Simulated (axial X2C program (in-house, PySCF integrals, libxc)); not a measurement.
# Levels of CsBe by electron attachment to CsBe⁺ (EOM-EA-CCSD)

Calculated with an in-house all-electron X2C program for linear molecules (integrals from PySCF): two-component X2C with atomic mean-field Coulomb and Gaunt terms, Gaussian nuclei, basis Cs dyall-acv3z, Be dyall-acv3z with contracted cores.

R = 3.898 Å (1.045 times 3.730 Å, the PBE0 minimum at charge 0 for the lowest determinant).

Levels of CsBe obtained by attaching an electron to CsBe⁺:

```csv
Ω,binding energy (eV),above lowest (cm⁻¹),attached spinor,one-particle weight
1/2,3.674,0,"59% Cs sσ, 33% Be pσ",0.97
1/2,2.994,5481,"64% Be pπ, 19% Cs pπ, 15% Cs dπ",0.95
3/2,2.981,5590,"65% Be pπ, 18% Cs pπ, 16% Cs dπ",0.95
1/2,2.700,7852,"50% Be pσ, 19% Cs sσ, 12% Cs pσ",0.94
1/2,2.186,11996,"62% Cs pπ, 25% Cs dπ, 6% Be pπ",0.99
3/2,2.158,12225,"68% Cs pπ, 26% Cs dπ, 6% Be pπ",0.99
1/2,2.122,12516,"54% Cs pσ, 34% Cs dσ",0.99
```

(1) Take the first Ω = 1/2 and Ω = 3/2 rows of π character: how far apart are they, and which lies lower?

This point took 10 s on 1 thread of Arm Neoverse V1, with other jobs on the host.

Reference electrons by ω block (each with its −ω partner): 1/2: 19, 3/2: 8, 5/2: 2. 10 electrons of CsBe⁺ correlated (inner shells frozen), 92 natural virtual spinors (a truncated set); levels can be off by some tenths of an eV. Roots sought by Ω: (1/2: 5, 3/2: 4, 5/2: 2, 7/2: 1); rows need 60 % one-particle weight and stop where some Ω has no more roots. Missing are any skipped roots, higher Ω and states of a further excitation; these come out far too high here and may in truth be low or lowest. T1 of the reference 0.008 (Lee–Taylor). The reference was not checked to be the lowest state of its species. Number of frozen shells: Cs 4 s, 3 p, 2 d; Be 1 s.

Results:

(1) E(3/2) − E(1/2) = 5590 − 5481 = 109 cm⁻¹ at EOM-EA-CCSD: regular, Ω = 1/2 lower. Splittings at this level can be off by ten to twenty per cent.
